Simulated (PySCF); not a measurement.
CH₃O₂Si (doublet state).
Numbering: `[O:1]=[C:2][O:3][SiH3:4]` (hydrogens: H5, H6, H7 on Si4)

Geometry (GFN2-xTB, Å), atoms numbered from 1 in this order:
```xyz
7
CH3O2Si angstrom
O      2.0847   -0.3983    1.1533
C      1.7323   -0.5884    0.0284
O      0.6446   -0.3906   -0.6089
Si    -0.8680    0.2476   -0.1968
H     -1.4279   -0.5890    0.8567
H     -1.4964    0.1003   -1.4989
H     -0.6660    1.6233    0.2393
```

The hyperfine couplings belong to this conformer and change with its torsions.

Method used: UKS B3LYP, pcH-1 on C H O Si, non-relativistic, mean-field spin-orbit, GIAO in PySCF. Isolated species at its GFN2-xTB geometry (one conformer only). Couplings are sensitive to structure, and on GFN2-xTB geometries they can be far from those on DFT ones.

Question: What are Nα, Nβ and the exact ⟨S²⟩?

Answer: 39 electrons with 2S = 1: 20 α and 19 β; S(S+1) = 0.75.

Mulliken spin populations, one withheld:

```tsv
atom	bound to	population
O1	C2	+0.1849
C2	O1, O3	+0.7007
O3	C2, Si4	+0.0221
Si4	O3, H5, H6, H7	?
H5	Si4	+0.0006
H6	Si4	-0.0040
H7	Si4	+0.0006
```

Question: What does Si4 hold?

Answer: 1 − (0.9049) gives +0.095, since all populations sum to 2S.

Question: How is the spin shared among the elements?

Answer: Carbon +0.70, oxygen +0.21, silicon +0.09, hydrogen 0.00. The positive populations sum to 1.00, the negative ones to 0.00.

Question: The run gives ⟨S²⟩ = 0.7528. What does that say of the overlap of α and β orbitals, and of the weight of higher spin?

Answer: Σ|⟨iα|jβ⟩|² over occupied orbitals = Nβ − [⟨S²⟩ − S(S+1)] = 19 − 0.0028 = 18.9972. If the quartet state (S + 1) were the only admixture, its weight would be 0.0028/(2S + 2) = 0.09 %.

Question: What Fermi-contact NMR shifts do the couplings of Si4, H5/H6/H7 imply at 350 K (Curie law, g = gₑ)?

Answer: δ = a_FC·h·gₑ μB S(S+1)/(3 g_N μN kT), with k/h = 20836.6 MHz/K:

| nuclei | isotope | a_FC (MHz) | g_N | contact shift (ppm) |
| --- | --- | --- | --- | --- |
| Si4 | 29Si | -49.98 | -1.1106 | +5672 |
| H5/H6/H7 | 1H | 0.95 | 5.5857 | +21 |

All at the stated temperature. Entries for several nuclei are means.

Class means assume fast exchange of nuclei equivalent by connectivity; if that motion is slow, each nucleus keeps its own coupling. The three 1H nuclei of mean +0.9 MHz run from -2.8 to 2.9 MHz in the frozen geometry.
